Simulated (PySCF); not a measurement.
**SMILES CC1(C2CC2)C=C1, C$_{7}$H$_{10}$**

Geometry (Å), atoms numbered from 1 in this order:
```xyz
17

C    -1.5280    1.1980   -0.4700
C    -0.7043    0.1171    0.2086
C     0.7673    0.4297    0.2319
C     1.6261    0.0298   -0.9339
C     1.7776   -0.6652    0.3839
C    -1.3145   -0.7071    1.3068
C    -1.1666   -1.3102    0.1625
H    -1.4209    2.1468    0.0548
H    -1.1919    1.3399   -1.4964
H    -2.5813    0.9263   -0.4823
H     0.9994    1.3797    0.7022
H     2.4090    0.6977   -1.2603
H     1.1549   -0.5137   -1.7387
H     2.6641   -0.4724    0.9690
H     1.4121   -1.6783    0.4690
H    -1.6246   -0.7283    2.3226
H    -1.2853   -2.1777   -0.4397
```

Method used: GIAO wB97X-D/pcSseg-1 magnetisability, rotational g tensor and spin-rotation constants, non-relativistic, gas phase (PySCF 2.14.0). Geometry: GFN2-xTB.

Question: What are the magnetisability and the molar susceptibility?

Answer: Isotropic -1270 × 10⁻³⁰ J/T², or -76.5 × 10⁻⁶ cm³/mol; principal values -1490, -1205, -1115 × 10⁻³⁰ J/T², anisotropy 339 × 10⁻³⁰ J/T² (root of half the summed squared differences of the principal values). The susceptibility is in cgs units.

Question: Split it along the inertial axes a, b, c into diamagnetic and paramagnetic parts about the centre of mass, with the quadrupole moment.

Answer: 
```csv
axis,χ (10⁻⁶ cm³/mol),diamagnetic (10⁻⁶ cm³/mol),paramagnetic (10⁻⁶ cm³/mol),summed x² of all electrons (Å²),quadrupole Θ (D Å)
a,-84.2,-387.4,303.2,117.0,-1.56
b,-73.7,-619.6,545.9,62.3,-1.03
c,-71.6,-760.5,688.9,29.1,+2.59
```
Anisotropies 2χaa − χbb − χcc = -23.2 and 2χbb − χaa − χcc = +8.4 × 10⁻⁶ cm³/mol. Θ is traceless in Buckingham's convention.

Question: And the rotational g tensor?

Answer: 
| axis | rotational constant (GHz) | g | nuclear part | electronic part |
| --- | --- | --- | --- | --- |
| a | 4.4153 | +0.0186 | 0.6475 | -0.6290 |
| b | 2.3726 | -0.0021 | 0.6063 | -0.6084 |
| c | 1.8769 | -0.0054 | 0.6021 | -0.6075 |

Asymmetric top; isotopes 12C, 1H; no vibrational averaging.
